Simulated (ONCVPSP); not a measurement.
# Configuration tests for cadmium (ONCV)

```json
{
 "Element": "Cd",
 "Generator": "ONCVPSP 4.0.1",
 "Type": "optimised norm-conserving Vanderbilt (ONCV)",
 "Functional": "PBE",
 "Relativity": "scalar-relativistic",
 "Frozen core": "[Ar] 3d10",
 "Valence charge": "20",
 "Reference configuration": "4s2 4p6 4d10 5s2",
 "Partial waves": "4s+5s: rc 1.55 bohr, ncon 4, nbas 7, qcut 10 1/bohr, 2 projectors; 4p: rc 1.00 bohr, ncon 4, nbas 9, qcut 6.8 1/bohr, 1 projector; 4d: rc 1.00 bohr, ncon 4, nbas 9, qcut 11.4 1/bohr, local",
 "Local potential": "the d channel",
 "Core correction": "none"
}
```

Energies are relative to the spin-unpolarised reference configuration 4s2 4p6 4d10 5s2; without spin polarisation the order of configurations can differ from experiment.

**Question.** Give the all-electron excitation energy and the error of the potential for: 4s2 4p6 4d10 5s1; 4s2 4p6 4d10 5s0; 4s2 4p6 4d9 5s0; 4s2 4p6 4d10 5s0 5p2.

**Answer.**

```csv
valence configuration,charge,ΔE all-electron (eV),error AE − PS (meV)
4s2 4p6 4d10 5s1,+1,9.273,-1.7
4s2 4p6 4d10 5s0,+2,26.399,-5.4
4s2 4p6 4d9 5s0,+3,64.408,-7.2
4s2 4p6 4d10 5s0 5p2,0,9.671,+51
```

Levels in the configuration 4s2 4p6 4d10 5s0 5p2:

```
level  all-electron (eV)  pseudo (eV)
   4s           -109.575     -109.526
   4p            -70.637      -70.589
   4d            -15.279      -15.226
   5p             -2.782       -2.786
```
